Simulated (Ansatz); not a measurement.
A rate constant, worked out

An elementary step of InH$_{2}$ClO$_{2}$, closed shell (InH₂ClO₂ ([OH][In]([OH])[Cl]) → InClO + H₂O (still joined by a long In–O bond); In–O, O–H broken or loosened, O–H formed or tightened). The start structure is the reactant molecule, and the electronic barrier above it is 1.859 eV by CCSD(T) at an estimated basis limit (MP2 extrapolated from triple and quadruple zeta, plus CCSD(T) − MP2 in triple zeta). Program: Ansatz 0.2.0. Basis: def2-TZVPP and def2-QZVPP. Cores are frozen in the correlated methods. Filled d shells of the heavier atoms are correlated. Core potentials replace the inner electrons of the atoms past krypton. The def2 sets are not built for correlating such inner shells, so the correlated values are less sure here. Extrapolation: Hartree–Fock as exp(−7.88 √X), correlation as X^−2.97. Harmonic wavenumbers at PBE0-D4/def2-TZVP (Ansatz 0.2.0), in cm⁻¹:

Start: 101, 115, 131, 295, 309, 372, 607, 631, 829, 854, 3875, 3882.

Saddle: 809i, 109, 118, 322, 386, 422, 662, 743, 800, 1369, 1950, 3881.

(1) Work out the transition-state-theory rate constant at 300 K from these numbers alone (harmonic vibrations; rotation, path degeneracy and anharmonicity left out), and the Wigner tunnelling factor. Use 1 cm⁻¹ = 1.2398 × 10⁻⁴ eV and k_B = 8.617 × 10⁻⁵ eV/K.

T1 diagnostic: at most 0.023. The restricted Hartree–Fock reference is unstable towards an unrestricted one at one or more of these structures.

## Answers

(1) Zero-point energies, half the sums: start 12001/2 cm⁻¹ = 0.7440 eV; saddle, real modes only, 10762/2 cm⁻¹ = 0.6672 eV.
Barrier with zero-point energy: 1.859 + 0.6672 − 0.7440 = 1.7822 eV.
k_BT = 0.02585 eV, so the barrier is 68.94 k_BT.
Vibrational partition functions from the zero-point level, ln q = −Σ ln(1 − exp(−hν/k_BT)): start 3.439, saddle 2.385.
k = (k_BT/h) exp(ln q‡ − ln q) exp(−E0/k_BT), with log₁₀(k_BT/h in s⁻¹) = 12.80: log₁₀ k = 12.80 + (-1.054 − 68.94)/2.3026 = -17.60, so k ≈ 3 × 10^(-18) s⁻¹.
Wigner factor: 1 + (hν‡/k_BT)²/24 = 1 + (3.88)²/24 = 1.63, too large for this simple formula to be trusted. A change of 1 kcal/mol (0.043 eV) in the barrier would change k by a factor of 5.4 at this temperature.

Labels in which every atom is bracketed show which atoms are joined, not bond orders.

For scale, one of the runs: CCSD(T)/def2-TZVPP, 182 basis functions, launched by `ansatz run in.yaml --threads 4 --pin off --events-out ev --progress --plain --max-ram 9574MiB`. The run took 60 s on 4 CPU threads of an Arm Neoverse V1 (shared host), with 2 GiB of host memory at its peak.
